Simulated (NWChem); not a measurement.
## Lowest excitation of 1,3-disilacyclobutane (C2H8Si2)

```xyz
12

C      0.0000     1.3589    -0.1591
Si     1.3151     0.0000     0.0758
C      0.0000    -1.3589    -0.1591
Si    -1.3151     0.0000     0.0758
H      0.0000     1.7455    -1.1921
H      0.0000     2.2149     0.5303
H      2.4462     0.0000    -0.9054
H      1.8814     0.0000     1.4606
H      0.0000    -1.7455    -1.1921
H      0.0000    -2.2149     0.5303
H     -2.4462     0.0000    -0.9054
H     -1.8814     0.0000     1.4606
```
Charge 0, spin multiplicity 1.

All runs are NWChem calculations. The geometry was optimised at PBE0/def2-SVP, a minimum by its harmonic frequencies. It is one conformer; others weren't searched.

Basis set: 6-31+G*.

```tsv
method	lowest vertical singlet excitation energy (eV)	relative cost	difference from EOM-CCSD
TD-B3LYP	6.07	3	-0.40
TD-PBE0	6.19	3	-0.28
TD-PBE	5.65	under 3	-0.82
EOM-CCSD	6.47	4	0.00
CIS	7.41	1	+0.94
```

The values span 1.77 eV, from TD-PBE (lowest) to CIS (highest). Costs are rough ratios of processor time within this set of runs, SCF included, with CIS as 1.

The correlated methods keep 12 core orbitals frozen. B3LYP has NWChem's definition, with VWN1-RPA local correlation. The Pople sets run with spherical d functions. Coupled-cluster values serve here as a point of comparison, not as the truth.
